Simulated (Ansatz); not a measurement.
Start from `[Cl][GeH2][GeH3]` and change one element to get `[F][GeH2][GeH3]`.

Ansatz, PBE0-D4/def2-TZVP geometries, multiplicity 1. 

Scalar relativity is left out up to krypton.

```csv
property,`[Cl][GeH2][GeH3]`
HOMO–LUMO gap (B3LYP/def2-TZVPP) / eV,7.07
HOMO–LUMO gap (PBE/def2-TZVPP) / eV,5.47
LUMO energy (B3LYP/def2-TZVPP) / eV,-0.80
LUMO energy (PBE/def2-TZVPP) / eV,-1.44
HOMO–LUMO gap (PBE0/def2-TZVPP) / eV,7.52
LUMO energy (PBE0/def2-TZVPP) / eV,-0.57
```

Question: What does the change do to each property? (Estimate.)

Answer: Ansatz gave: 
| property | `[F][GeH2][GeH3]` | shift |
| --- | --- | --- |
| HOMO–LUMO gap (B3LYP/def2-TZVPP) / eV | 7.44 | 0.37 |
| HOMO–LUMO gap (PBE/def2-TZVPP) / eV | 5.82 | 0.35 |
| LUMO energy (B3LYP/def2-TZVPP) / eV | -0.72 | 0.08 |
| LUMO energy (PBE/def2-TZVPP) / eV | -1.34 | 0.10 |
| HOMO–LUMO gap (PBE0/def2-TZVPP) / eV | 7.87 | 0.35 |
| LUMO energy (PBE0/def2-TZVPP) / eV | -0.50 | 0.07 |

With PBE0 the HOMO falls by 0.27 eV and the LUMO rises by 0.07 eV, so the gap widens by about 0.34 eV. PBE moves the HOMO by -0.25 eV and ωB97M-V by -0.27 eV.

B3LYP here is the variant with VWN-RPA as its local correlation; programs differ in this.
